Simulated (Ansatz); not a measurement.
Relaxation of H4SSeSi (7 atoms, charge 0, multiplicity 1), to a largest force component of 0.02 eV/Å in at most 50 steps.

Level of theory: RKS PBE-D4/def2-mTZVP (Ansatz 0.2.0).

```xyz
7
Properties=species:S:1:pos:R:3:forces:R:3
S -2.051 0.066 -0.450 -0.32 -0.44 -1.28
Si -0.110 0.356 0.294 0.95 2.10 -0.15
Se 1.041 -1.564 -0.042 0.53 0.19 -0.11
H -1.554 -0.137 -1.766 -0.59 0.23 1.01
H 0.374 -2.459 -1.088 -0.50 -1.58 -0.47
H -0.161 0.681 1.730 -0.70 -0.39 0.79
H 2.340 -0.926 0.623 0.62 -0.10 0.22
```

Task: Where does it end, and by what steps?

Result: It converged. The force dipped under the threshold on the way, but the program's further checks kept it going. After 15 steps the energy has fallen by 2.910 eV; H5 moved furthest, 1.47 Å.

| step | energy less start (eV) | largest force component (eV/Å) | accepted |
| --- | --- | --- | --- |
| 0 | 0.0000 | 2.096 | yes |
| 1 | -0.7951 | 0.941 | yes |
| 2 | -1.3768 | 1.105 | yes |
| 3 | -1.8458 | 1.265 | yes |
| 4 | -2.2354 | 1.345 | yes |
| 5 | -2.5577 | 1.298 | yes |
| 6 | -2.7367 | 0.529 | yes |
| 7 | -2.8316 | 0.373 | yes |
| 8 | -2.8812 | 0.247 | yes |
| 9 | -2.8902 | 0.559 | yes |
| 10 | -2.9054 | 0.180 | yes |
| 11 | -2.9077 | 0.086 | yes |
| 12 | -2.9096 | 0.033 | yes |
| 13 | -2.9101 | 0.012 | yes |
| 14 | -2.9102 | 0.016 | yes |
| 15 | -2.9104 | 0.014 | yes |

```xyz
7
Properties=species:S:1:pos:R:3
S -2.071 0.019 -0.641
Si -0.160 0.692 0.233
Se 1.260 -1.494 -0.589
H -2.004 0.767 -1.781
H 0.822 -2.604 0.309
H -0.448 -0.083 1.528
H 2.481 -1.278 0.241
```

Whether the end is a true minimum wasn't checked by a vibrational analysis.

The run took 21 s on 2 threads of Intel(R) Xeon(R) CPU @ 2.80GHz (Skylake/Cascade Lake), on a shared host, peak memory 0.19 GiB.
